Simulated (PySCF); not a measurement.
Molecule: SMILES O1CC(F)COB1, C$_{3}$H$_{6}$BFO$_{2}$.

Geometry (Å), atoms numbered from 1 in this order:
```xyz
13

F    -1.945    1.173    0.193
C    -0.852    0.486   -0.284
C     0.433    1.210    0.127
O     1.568    0.443   -0.202
B     1.482   -0.904   -0.272
O     0.348   -1.605   -0.044
C    -0.844   -0.933    0.292
H    -0.944    0.456   -1.377
H     0.515    2.172   -0.389
H     0.413    1.393    1.209
H     2.444   -1.499   -0.551
H    -0.941   -0.879    1.384
H    -1.682   -1.515   -0.105
```

Frames of a GFN2-xTB Langevin trajectory at 200 K; GIAO PBE0/pcSseg-1 shieldings in PySCF 2.14.0 with density-fitted response routines, gas phase, non-relativistic; equivalent atoms averaged within each frame.

Referencing at the same level of theory: 19F (170.95 ppm) vs CFCl3; 13C (186.93 ppm) and 1H (31.72 ppm) against TMS; 17O (336.08 ppm) against H2O; BF3·OEt2 for 11B (100.07 ppm). The references are static minima.

How do the shifts (ppm) fluctuate along the trajectory?

Answers


| time (fs) | F1 | C2 | C3/C7 | O4/O6 | B5 | H9/H13 | H8 | H10/H12 | H11 |
| --- | --- | --- | --- | --- | --- | --- | --- | --- | --- |
| 250 | -242.9 | 86.7 | 71.4 | 121.6 | 22.5 | 4.86 | 4.72 | 4.52 | 3.56 |
| 425 | -221.1 | 94.5 | 66.6 | 123.7 | 24.3 | 4.36 | 5.23 | 4.05 | 3.78 |
| 625 | -242.0 | 83.5 | 72.9 | 123.3 | 22.7 | 5.12 | 4.65 | 4.33 | 4.47 |
| 800 | -225.4 | 89.5 | 65.0 | 120.0 | 21.9 | 4.43 | 5.23 | 3.94 | 4.20 |
| 1000 | -214.8 | 95.1 | 66.5 | 114.8 | 22.3 | 4.36 | 6.36 | 4.11 | 4.07 |
| mean of frames | -229.2 | 89.9 | 68.5 | 120.7 | 22.7 | 4.63 | 5.24 | 4.19 | 4.02 |
| standard deviation | 12.6 | 5.0 | 3.4 | 3.6 | 0.9 | 0.34 | 0.68 | 0.23 | 0.35 |

5 frames give an uncertainty of the mean of about the standard deviation over 2.2 at best, since frames this close in time may not be independent; classical motion lacks zero-point vibration, and the reference would need the same averaging.
